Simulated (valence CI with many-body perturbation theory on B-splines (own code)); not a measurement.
Values are calculated unless marked as measured or tabulated.
# Run record, In17+

Level of theory: relativistic CI+MBPT: four valence electrons over a frozen Dirac-Fock core [Ar] 3d10, a basis of 6 s, 6 p, 5 d, 3 f, 1 g functions for each j, with the one-electron correlation potential Σ1 (screened to all orders), the two-electron term Σ2, the three-electron term Σ3, Breit, model QED; selected single and double excitations, second order for the rest, scaled by the run's own slope (own B-spline code, finite nucleus).

Command, and the settings that its task file holds:

```sh
python run_cv.py task.json out
```

```
atom In  Z=49  mass_number=115  rms_radius_fm=4.6156
core [Ar] 3d10
valence 4s2 4p2
avg = 1
basis = S
breit = 1
cap = 10000
capref = 1200
cscale = 1
de = 0.0
dress = 0
eps = 2e-08
extrap = 1
h = 0.27
hh = 1
l2 = 3
lcore = 6
maxit = 60
n2 = 5
natural = 1
nlev = 20
nno = [3, 3, 3, 2, 1]
nroot = 26
nsp = [3, 3, 2, 1, 0]
pt2 = 1
qed = 1
rpa = 1
s1 = 1
s2 = 1
s3 = 1
screen = 1
tol = 0.001
whole = 1
```

It took 31 s on 1 thread of Arm Neoverse V1, with other jobs on the host.

Log. The first blocks belong to the next ion, which gives the ionisation energy. Fields: 2J, parity (1 odd), roots, reference size, generating configurations, candidates as configurations/state functions, variational space P, stored matrix elements, Davidson steps; e2 is the range of second-order energies in hartree. The first line gives the box (bohr), its intervals, the orbitals and the steps of their self-consistent field. Window is the range of levels sought, series limit the energy at which the first omitted orbital would enter, core excitation an estimate of the first excitation out of the core, left out the lowest levels not solved, and shifts from estimates the range by which levels moved from their first estimate, all in cm⁻¹.

```
rmax 6.4 intervals 60 orbitals 36 references ['4s2 4p2', '4s 4p3', '4s2 4p 4d', '4p4', '4s 4p2 4d'] scf 5 t 1.1
2J=1 par=1 roots 2 ref 34 generators 7 cand 674/963 P 702/997 nnz 0 it 0
2J=1 par=1 roots 2 ref 34 generators 15 cand 407/627 P 1109/1624 nnz 0 it 3
   second order: generators 30 cand 1578/2324 e2 -0.00001 -0.00000
reference levels 470, estimated 51, window 728380 1/cm; series limit 2199151, core excitation 3437323
2J=0 par=0 roots 3 ref 27 generators 13 cand 215/404 P 1828/2779 nnz 6.9e+05 it 2
2J=0 par=0 roots 3 ref 27 generators 22 cand 873/1676 P 2701/4455 nnz 1.5e+06 it 3
   second order: generators 38 cand 5714/11614 e2 -0.00002 -0.00001
2J=2 par=0 roots 2 ref 45 generators 10 cand 357/1006 P 1203/3542 nnz 1.6e+06 it 2
2J=2 par=0 roots 2 ref 45 generators 14 cand 1170/4808 P 2373/8350 nnz 6.5e+06 it 3
   second order: generators 27 cand 4767/24267 e2 -0.00004 -0.00002
2J=4 par=0 roots 3 ref 63 generators 13 cand 329/1009 P 1089/3553 nnz 1.6e+06 it 2
2J=4 par=0 roots 3 ref 63 generators 24 cand 1264/6206 P 2353/9759 nnz 8.8e+06 it 4
   second order: generators 42 cand 6134/43561 e2 -0.00008 -0.00003
2J=4 par=1 roots 8 ref 62 generators 23 cand 275/994 P 1060/3543 nnz 1.6e+06 it 2
2J=4 par=1 roots 8 ref 62 generators 32 cand 1294/6437 P 2354/9980 nnz 9.1e+06 it 6
   second order: generators 60 cand 8254/56973 e2 -0.00013 -0.00002
2J=2 par=1 roots 7 ref 49 generators 24 cand 290/972 P 1242/3508 nnz 1.4e+06 it 2
2J=2 par=1 roots 7 ref 49 generators 32 cand 1628/6443 P 2870/9951 nnz 8e+06 it 5
   second order: generators 59 cand 7643/39758 e2 -0.00006 -0.00002
2J=6 par=1 roots 4 ref 56 generators 18 cand 216/1024 P 1044/3593 nnz 1.6e+06 it 2
2J=6 par=1 roots 4 ref 56 generators 28 cand 1232/6396 P 2276/9989 nnz 9.3e+06 it 4
   second order: generators 50 cand 7515/58644 e2 -0.00013 -0.00004
2J=0 par=1 roots 2 ref 18 generators 11 cand 416/710 P 1987/3094 nnz 8.5e+05 it 2
2J=0 par=1 roots 2 ref 18 generators 16 cand 710/1165 P 2697/4259 nnz 1.4e+06 it 3
   second order: generators 28 cand 5714/12063 e2 -0.00003 -0.00001
2J=8 par=1 roots 1 ref 38 generators 6 cand 334/1434 P 1169/4766 nnz 2.9e+06 it 2
2J=8 par=1 roots 1 ref 38 generators 14 cand 735/3127 P 1904/7893 nnz 6.3e+06 it 3
   second order: generators 19 cand 5158/38770 e2 -0.00005 -0.00005
left out: unestimated 1058266, estimated 914093, shifts from estimates -5 to 25
operators 2.2
```

The Davidson iterations converged.

No measured spectrum was set against this ion. As an estimate, levels hold to about 250 cm⁻¹ or 0.2 % of their energy and the worst to 1 %, as in measured heavy ions of charge 2 to 7; those with d or f electrons hold less well.

* Valence energy: -77.64013 hartree
* Ionisation energy: 463.51 eV (NIST: 462 ± 3 eV (theoretical))
* Reference configurations for the orbitals: 4s2 4p2, 4s 4p3, 4s2 4p 4d, 4p4, 4s 4p2 4d
* Radial orbitals: 36
* Box radius: 6.367 bohr
* Largest variational space: 9989
* Lowest levels: (4s^2 4p1/2^2) J=0 0, (4s^2 4p1/2 4p3/2) J=1 58652, (4s^2 4p1/2 4p3/2) J=2 74500, (4s^2 4p3/2^2) J=2 145950, (4s^2 4p3/2^2) J=0 186510, (4s 4p1/2^2 4p3/2) J=2 360180, (4s 4p1/2^2 4p3/2) J=1 423840, (4s 4p1/2 4p3/2^2) J=2 [a] 436910, (4s 4p1/2 4p3/2^2) J=3 458520, (4s 4p1/2 4p3/2^2) J=0 493470, (4s 4p1/2 4p3/2^2) J=1 [a] 502250, (4s 4p1/2 4p3/2^2) J=2 [b] 508700, (4s 4p1/2 4p3/2^2) J=1 [b] 553170, (4s 4p3/2^3) J=2 565480 cm⁻¹

Levels are named by their leading jj configuration (3d3/2^4 stands for four electrons in 3d with j = 3/2), which in mixed levels can hold well under half, so a name can repeat and another be missing. Letters in brackets count levels of one name in rising energy.
